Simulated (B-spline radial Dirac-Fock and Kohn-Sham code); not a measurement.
Binding energies of W⁵²⁺ at several levels of theory

System: tungsten as W⁵²⁺, configuration [Ar] 3d4.

The density-functional columns are spherical, spin-unpolarised Dirac-Kohn-Sham results without Breit or QED terms: −ε is minus the orbital energy of the initial state and ΔSCF the difference of two total energies. The reference in the last column comes from Dirac-Fock (average of configuration) total-energy differences with a finite nucleus, the Breit interaction including its frequency dependence, and self-energy and vacuum-polarisation corrections. All numbers are from an atomic code on a B-spline grid, in eV; a selection of levels is shown. For the 1s level of heavy atoms much of the gap between ΔSCF and the reference is the Breit and QED part, -350.8 eV here; for other levels the error of the functional can be larger.

```tsv
level	LDA −ε	LDA ΔSCF	Dirac-Fock
1s	72693.4	73294.4	72955.1
2s	15255.1	15398.2	15441.0
2p1/2	14764.9	14939.1	14903.3
2p3/2	13398.6	13553.6	13548.8
3s	5690.6	5751.1	5780.0
3p1/2	5492.4	5556.4	5554.2
3p3/2	5157.7	5217.8	5221.7
3d	4810.4	4879.1	4875.5
```

Values without a named source are computed, but for edge energies of neutral atoms, which are taken from tables.
